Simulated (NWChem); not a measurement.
CH$_{6}$BOP; SMILES B(P)OC

```xyz
10

B     -0.9915     0.0150     0.0041
H     -2.1964    -0.1614    -0.0322
O     -0.5846     1.3078    -0.0244
C      0.7821     1.6981    -0.0223
H      1.3835     1.0904    -0.7335
H      0.8391     2.7621    -0.3237
H      1.2210     1.5928     0.9928
P      0.2081    -1.5028    -0.0857
H     -0.5713    -2.3614     0.7580
H      1.1439    -1.1073     0.9324
```
Atoms are numbered in this order, from 1.

Computed with NWChem. Medium grid unless said otherwise, to which SCAN and Minnesota functionals are sensitive. The geometry was optimised at PBE-D3(BJ)/def2-SVP. Total energies of different functionals are on different scales.

```
level                  energy (Ha)  highest occupied level (eV)  orbital gap (eV)  dipole (D)
---------------------  -----------  ---------------------------  ----------------  ----------
B3LYP/def2-SVP           -482.9800                        -6.92              6.34        1.77
PBE/def2-SVP             -482.6089                        -5.98              4.63        1.84
BLYP/def2-SVP            -482.8890                        -5.79              4.64        1.79
Hartree-Fock/def2-SVP    -481.4593                        -9.87             13.05        1.71
M06-2X/def2-SVP          -482.8673                        -8.24              8.79        1.77
LRC-wPBEh/def2-SVP       -482.6853                        -9.02             10.30        1.83
r2SCAN/def2-SVP          -482.8434                            ?                 ?        1.85
```

Q: Some entries are withheld; supply them.

A: 
- r2SCAN/def2-SVP, highest occupied level (eV): -6.27
- r2SCAN/def2-SVP, orbital gap (eV): 5.19
